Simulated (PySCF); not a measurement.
This PySCF input asks for the NMR shieldings of `C[S@+](/C=C/C(F)(F)F)[AlH2-][F]`, C$_{4}$H$_{7}$AlF$_{4}$S; the geometry comes from GFN2-xTB.

```python
import basis_set_exchange as bse
import numpy as np
from pyscf import gto, dft
from pyscf.prop import nmr

atoms = """
C    -1.808364   -1.231081   -0.026752
S    -1.082733   -0.193655   -1.321111
C     0.583303   -0.024842   -0.843192
C     1.168441   -0.528983    0.236641
C     2.627078   -0.336036    0.505056
F     2.859960    0.041788    1.768475
F     3.203970    0.570926   -0.290109
F     3.314322   -1.484712    0.328832
Al   -1.688245    1.952488   -0.120926
F    -0.847471    1.622372    1.265329
H    -1.248941   -2.158381    0.045352
H    -1.824987   -0.696783    0.922705
H    -2.825155   -1.438607   -0.347035
H     1.141647    0.552705   -1.567236
H     0.663691   -1.110321    0.990725
H    -3.187416    1.595462   -0.099470
H    -1.056097    2.879690   -1.171451
"""
names = dict.fromkeys(["C", "S", "F", "Al", "H"], "pcSseg-1")
basis = {el: gto.basis.parse(bse.get_basis(n, elements=[el], fmt="nwchem")) for el, n in names.items()}
mol = gto.M(atom=atoms, basis=basis, charge=0, verbose=0)
mf = dft.RKS(mol, xc="PBE0")
mf.grids.level = 2
mf.grids.alignment = dft.numint.BLKSIZE   # the property module wants whole blocks of grid points
mf.conv_tol = 1e-9
mf.kernel()

calc = nmr.RKS(mf)   # GIAO
C = mf.mo_coeff
Co = C[:, mf.mo_occ > 0]
resp = mf.gen_response(singlet=True, hermi=2)
def vind(x):   # induced exchange potential for any number of trial vectors
    d = np.einsum("pi,xij,qj->xpq", C, 2 * x.reshape(-1, C.shape[1], Co.shape[1]), Co, optimize=True)
    return np.einsum("xpq,pi,qj->xij", resp(d - d.transpose(0, 2, 1)), C, Co, optimize=True).ravel()
mo1, _ = nmr.rhf.solve_mo1(calc, with_cphf=vind)
sigma = calc.kernel(mo1)
for i, s in enumerate(sigma):   # ppm
    w = np.linalg.eigvalsh((s + s.T) / 2)
    print("%2d %-2s iso %8.1f  s11 %8.1f  s22 %8.1f  s33 %8.1f" % (i, mol.atom_pure_symbol(i), w.mean(), *w))
```

**Question.** Give the expected output.

**Answer.** 
```
 0 C  iso    167.4  s11    156.4  s22    162.3  s33    183.7
 1 S  iso    516.0  s11    415.1  s22    464.3  s33    668.5
 2 C  iso     49.9  s11    -54.6  s22     50.0  s33    154.2
 3 C  iso     56.9  s11    -46.8  s22     67.3  s33    150.2
 4 C  iso     55.9  s11     51.3  s22     55.8  s33     60.7
 5 F  iso    247.6  s11    167.1  s22    241.6  s33    334.2
 6 F  iso    266.7  s11    183.3  s22    268.3  s33    348.5
 7 F  iso    238.7  s11    151.5  s22    230.5  s33    334.2
 8 Al iso    436.9  s11    369.4  s22    430.5  s33    510.8
 9 F  iso    375.4  s11    318.4  s22    388.6  s33    419.3
10 H  iso     29.4  s11     24.5  s22     27.1  s33     36.7
11 H  iso     28.6  s11     23.4  s22     28.4  s33     34.2
12 H  iso     29.3  s11     24.4  s22     25.8  s33     37.7
13 H  iso     24.9  s11     21.4  s22     23.8  s33     29.4
14 H  iso     26.0  s11     22.8  s22     23.7  s33     31.5
15 H  iso     27.7  s11     24.0  s22     26.0  s33     33.0
16 H  iso     27.6  s11     24.1  s22     25.5  s33     33.2
```

These numbers come from an equivalent density-fitted implementation of the same equations, which agrees with the script to about 0.01 ppm for H and up to a few tenths of a ppm for heavy atoms, so last digits may differ.

Size and cost of the density-fitted run: 219 basis functions, 100 s wall time on 1 thread of an Arm Neoverse N1, shared host; peak memory 0.97 GiB.
